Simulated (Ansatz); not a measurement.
Cost and result for the atomization energy of `[NH2][Sn]([F])([F])[Cl]` (7 atoms, 6 bonds).

The species carries charge 0 and has multiplicity 1. Correlated methods include outer-core shells of Sn, which these sets cover unevenly. Sn: def2 effective core potential. All single points use the PBE0-D4/def2-TZVP geometry. It is one conformer, not always the lowest. Program: Ansatz. All runs use 4 threads of an Arm Neoverse V2 on a shared host. Times are those of one run each, without the atoms' runs, and a repeat can differ threefold. Electronic energies, without spin–orbit coupling; frozen cores. CCSD(T)/CBS adds CCSD(T) − MP2 in def2-TZVPP to the MP2 limit, and its time is that of the two runs behind it. T1 = 0.013. With those shells the extrapolation isn't a true limit. B3LYP takes the VWN-RPA correlation (the form of Gaussian; ORCA's B3LYP/G). HSE06 is the plane-wave form, built on full-range PBE exchange.

CCSD(T)/CBS is a level of theory with its own doubt, some kJ/mol a heavy atom from the limit and from the frozen cores, so smaller differences don't rank the functionals.

| level | functions | wall time | atomization (kcal/mol) | difference from CCSD(T)/CBS | per bond |
| --- | --- | --- | --- | --- | --- |
| PBE-D4/def2-TZVPP (with forces) | 213 | 1.8 s | 553.2 | 7.1 | 1.2 |
| PBE0-D4/def2-TZVPP | 213 | 2.1 s | 531.3 | -14.8 | -2.5 |
| BHLYP-D4/def2-TZVPP | 213 | 2.2 s | 505.4 | -40.7 | -6.8 |
| HSE06-D4/def2-TZVPP | 213 | 2.4 s | 531.5 | -14.6 | -2.4 |
| B3LYP-D4/def2-TZVPP (with forces) | 213 | 3.1 s | 532.3 | -13.8 | -2.3 |
| r2SCAN-D4/def2-TZVPP (with forces) | 213 | 3.5 s | 537.4 | -8.7 | -1.4 |
| PBE-QIDH/def2-TZVPP | 213 | 4 s | 526.8 | -19.3 | -3.2 |
| CCSD(T)/def2-SVP | 96 | 4.5 s | 482.3 | -63.8 | -10.6 |
| ωB97X-V/def2-TZVPP | 213 | 6 s | 543.4 | -2.7 | -0.4 |
| ωB97M-V/def2-TZVPP (with forces) | 213 | 8.5 s | 538.7 | -7.4 | -1.2 |
| MP2/def2-QZVPP | 383 | 11 s | 554.5 | 8.4 | 1.4 |
| CCSD(T)/def2-TZVPP | 213 | 2.1 min | 520.0 | -26.1 | -4.3 |
| CCSD(T)/CBS(def2) | – | 2.3 min | 546.1 | 0.0 | 0.0 |

From r2SCAN to r2SCAN0 (25 % exact exchange), in def2-TZVPP and without D4, the atomization energy moves by −20.2 kcal/mol: exact exchange takes away binding that semilocal exchange gives to molecules. The D4 term adds +6.3 kcal/mol with B3LYP and +3.3 kcal/mol with PBE0; it sums over pairs of atoms, weighted by their polarisabilities, and B3LYP, whose exchange is more repulsive, gets the larger term. At CCSD(T), def2-SVP lies −63.7 kcal/mol from the extrapolated value and def2-TZVPP −26.1 kcal/mol: correlation converges slowly with the basis, and small sets miss more of it in the bonded molecule than in its fragments.

Spin–orbit coupling would lower the free Sn atoms strongly, and the atomization energy with them, by more than many differences here. For some Ge, Se and Sn compounds the MP2-based and the directly extrapolated limit differ by 10 to 25 kJ/mol.
